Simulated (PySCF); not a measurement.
## Ionisation energy of As²⁺ by level of theory

As²⁺ [Ar] 3d10 4s2 4p1 (2P) → As³⁺ [Ar] 3d10 4s2 (1S), as a difference of total energies. Calculation: PySCF 2.14, in x2c-QZVPPall (11s8p5d4f1g, 97 functions); the spin-free X2C one-electron Hamiltonian (Gaussian nucleus). Correlated levels: valence: [Ar] 3d10 frozen; valence and next inner shell: [Ne] frozen. The calculations carry no spin-orbit coupling.

| method | ionisation energy (eV) |
| --- | --- |
| UHF | 27.491 |
| LDA | 28.259 |
| PBE | 28.089 |
| PBE0 | 28.120 |
| wB97X | 27.990 |
| M06 | 27.948 |
| M06-L | 27.854 |
| MP2 (valence) | 27.782 |
| SCS-MP2 (valence) | 27.775 |
| MP2 (valence and next inner shell) | 27.978 |
| SCS-MP2 (valence and next inner shell) | 27.913 |

Question: Estimate what r2SCAN gives.

Answer: 28.325 eV, closest to LDA among the rows shown.

Question: Estimate what wB97M-V gives.

Answer: 27.978 eV, closest to MP2 (valence and next inner shell) among the rows shown.

A first-order spin-orbit estimate (lowest level to lowest level, LS coupling) adds 0.225 eV.

Errors of the correlated levels include the incompleteness of this basis and the frozen core.

For comparison: 28.349 ± 0.012 eV (measured; NIST Atomic Spectra Database, ionization energies).
